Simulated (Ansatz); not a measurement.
`FC1C=C1[SiH3]` + `C#CF` → `FC#C[SiH3]` + `FC1C=C1`  (formal exchange of groups at the Si–C bond)

Program: Ansatz. Geometries: PBE0-D4/def2-TZVP. ΔE: electronic, gas phase. CCSD(T)/CBS adds triple-zeta CCSD(T) − MP2 to the extrapolated MP2 energy (def2 sets, frozen cores). This one scheme is used for every species.

`FC1C=C1[SiH3]`:

Cartesian coordinates in Å:
```
F 2.173 -0.167 -1.118
C 0.852 0.216 -1.272
C -0.168 -0.808 -1.288
C -0.096 -0.108 -0.184
Si -0.635 0.258 1.541
H 0.822 1.137 -1.848
H -0.631 -1.622 -1.822
H 0.515 0.054 2.455
H -1.756 -0.636 1.925
H -1.075 1.675 1.612
```

`C#CF`:

Cartesian coordinates in Å:
```
C 0.076 0.591 -0.254
C -0.064 -0.497 0.213
F -0.214 -1.655 0.711
H 0.202 1.561 -0.671
```

`FC#C[SiH3]`:

Cartesian coordinates in Å:
```
F 2.774 1.156 1.083
C 1.674 0.698 0.654
C 0.630 0.263 0.244
Si -0.948 -0.395 -0.370
H -1.564 0.585 -1.298
H -0.705 -1.671 -1.087
H -1.861 -0.636 0.774
```

`FC1C=C1`:

Cartesian coordinates in Å:
```
F 0.511 1.255 -1.215
C 0.312 0.015 -0.627
C 0.319 -0.072 0.829
C -0.841 -0.161 0.249
H 0.706 -0.746 -1.297
H 0.904 -0.037 1.734
H -1.911 -0.253 0.327
```

```csv
species,HF/CBS(def2) energy (Eh)
`FC1C=C1[SiH3]`,-504.91480
`C#CF`,-175.73055
`FC#C[SiH3]`,-465.86806
`FC1C=C1`,-214.78667
```

**Question.** Work out ΔE.

**Answer.** ΔE = (-465.86806) + (-214.78667) − (-504.91480) − (-175.73055) = -0.00938 Eh = -0.26 eV. CCSD(T)/CBS gives -0.22 eV.

Largest T1 diagnostic among the species: 0.013.

The D4 term adds +0.04 eV with B3LYP and +0.02 eV with PBE0; it sums over pairs of atoms, weighted by their polarisabilities, and B3LYP, whose exchange is more repulsive, gets the larger term.

B3LYP here is the variant with VWN-RPA as its local correlation; programs differ in this.
